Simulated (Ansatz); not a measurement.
Reaction: C2H3N (SMILES [C-]#[N+]C) → C2H2N (SMILES [C-]#[N+][CH2], doublet) + H (doublet) (the C-H bond breaks)
Each species at its own B3LYP-D3(BJ)/def2-TZVP minimum (Ansatz, a program for electronic structure).

Wanted: bond dissociation energy (electronic), in kcal/mol. UHF or UKS for unpaired electrons; spin-orbit terms are left out. CBS(X,Y): correlation extrapolated as X^-3, Hartree-Fock from the larger set (Q,5: extrapolated as (X+1)exp(-9√X)). A bracket is a step between two methods taken in the basis named. The functionals are non-relativistic, so their misses hold any scalar relativity. Double hybrids freeze cores in their MP2 part. '+ core + X2C': CCSD(T) terms for core correlation (cc-pwCVTZ) and scalar relativity (cc-pVTZ-DK). For partners of very few electrons the exact lower level stands in for a higher one. The UHF reference of C2H2N ([C-]#[N+][CH2], doublet) is spin-contaminated (<S^2> up to 0.08 over the pure value in the sets run).

CCSD(T)/CBS(cc-pVQZ,cc-pV5Z) + [CCSDT(Q) - CCSD(T)]/cc-pVDZ + core + X2C (Ansatz) gives 103.7 kcal/mol.

### Question
What does PBE/def2-TZVPD (Ansatz) give here, and how do the other levels compare?

### Answer
PBE gives 96.9 kcal/mol, 6.8 kcal/mol below it. Differences of the others: r2SCAN/def2-TZVPD (Ansatz) -7.9; B3LYP/def2-TZVPD (Ansatz) -4.4; PBE0/def2-TZVPD (Ansatz) -5.8; wB97M-V/def2-TZVPD (Ansatz) -1.2; B2PLYP/def2-TZVPD (Ansatz) -3.1; CCSD(T)/CBS(cc-pVQZ,cc-pV5Z) + core + X2C (Ansatz) 0.3 kcal/mol. Nearer than PBE: B3LYP/def2-TZVPD, PBE0/def2-TZVPD, wB97M-V/def2-TZVPD, B2PLYP/def2-TZVPD, CCSD(T)/CBS(cc-pVQZ,cc-pV5Z) + core + X2C.
